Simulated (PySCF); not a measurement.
**Ionisation energy of Ga by level of theory**

Ga [Ar] 3d10 4s2 4p1 (2P) → Ga⁺ [Ar] 3d10 4s2 (1S), as a difference of total energies. Calculation: PySCF 2.14, in 6-31G* (5s4p3d, 32 functions); no relativity, point nucleus. Correlated levels: valence: [Ar] 3d10 frozen. The calculations carry no spin-orbit coupling.

```json
{"method": "UHF", "ionisation energy (eV)": "5.570"}
{"method": "PBE", "ionisation energy (eV)": "6.068"}
{"method": "r2SCAN", "ionisation energy (eV)": "6.200"}
{"method": "MP2 (valence)", "ionisation energy (eV)": "5.702"}
{"method": "SCS-MP2 (valence)", "ionisation energy (eV)": "5.684"}
{"method": "CCSD (valence)", "ionisation energy (eV)": "5.762"}
{"method": "CCSD(T) (valence)", "ionisation energy (eV)": "5.775"}
```

Question: How much does correlation contribute at CCSD(T) (valence)?

Answer: 5.775 − (5.570) = 0.205 eV, measured against UHF.

These non-relativistic numbers lack the scalar-relativistic shift.

Errors of the correlated levels include the incompleteness of this basis and the frozen core.

For comparison: 5.931 eV (measured; NIST levels, between the centres of gravity of the two terms).
